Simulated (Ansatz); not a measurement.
This geometry of H4Si + H8N4Zr (18 atoms, charge 0, multiplicity 1) is a first-order saddle point.

These are results of RKS PBE/def2-SVP in Ansatz, not measurements.

```xyz
18
Properties=species:S:1:pos:R:3
Zr -0.062 0.006 -0.014
N 0.111 0.150 2.183
H 0.417 -0.623 2.789
H 0.259 1.030 2.693
N 1.833 0.037 -0.804
H 2.285 -0.676 -1.390
H 2.494 0.820 -0.714
N -0.937 1.727 -0.686
H -1.940 1.944 -0.683
H -0.446 2.474 -1.194
N -0.782 -1.840 -0.510
H -1.746 -2.121 -0.726
H -0.184 -2.677 -0.550
Si -3.002 -0.039 1.344
H -3.459 -0.184 -0.108
H -3.675 -1.222 2.018
H -3.792 1.174 1.810
H -1.200 0.065 1.983
```

Question: Which two structures does it join? (They come from a converged band through this point; their orientation in space is the band's.)

Answer: Bonds broken: Si14–H18. Bonds formed: Zr1–Si14, N2–H18. H4Si + H8N4Zr becomes H12N4SiZr.

First end point:

```xyz
18
Properties=species:S:1:pos:R:3
Zr 0.377 -0.208 0.049
N 0.731 -0.184 2.073
H -0.030 -0.227 2.764
H 1.614 -0.072 2.584
N 2.131 0.243 -0.927
H 2.823 -0.459 -1.215
H 2.417 1.143 -1.330
N -1.033 1.241 -0.406
H -1.732 1.246 -1.159
H -1.133 2.128 0.104
N -0.222 -2.082 -0.565
H -0.446 -2.913 -0.006
H -0.329 -2.341 -1.554
Si -3.782 0.508 1.393
H -3.962 -0.052 0.012
H -5.050 0.266 2.173
H -3.543 1.990 1.341
H -2.657 -0.182 2.109
```

Last end point:

```xyz
18
Properties=species:S:1:pos:R:3
Zr -0.465 -0.084 -0.142
N -0.096 1.211 1.954
H -0.017 0.599 2.778
H 0.721 1.839 1.961
N 1.412 -0.739 0.423
H 1.912 -1.468 -0.100
H 1.999 -0.469 1.221
N -0.623 1.660 -1.212
H -1.558 1.917 -1.564
H 0.040 2.360 -1.563
N -0.991 -1.582 -1.447
H -1.382 -1.482 -2.392
H -1.084 -2.573 -1.188
Si -2.774 -0.641 1.394
H -4.068 -0.247 0.691
H -3.006 -2.102 1.744
H -2.922 0.050 2.753
H -0.925 1.796 2.130
```

Question: How far does it lie above each of them?

Answer: 1.00 eV above the first and 0.87 eV above the second. This is the barrier of this one path; another mechanism may lie lower. The orbitals stay closed-shell, which can raise the energy where a bond breaks towards radicals; this wasn't checked here.

Time of the run: 5.8 min on 4 threads of Arm Neoverse V2, with other jobs on the host, peak memory 0.26 GiB.
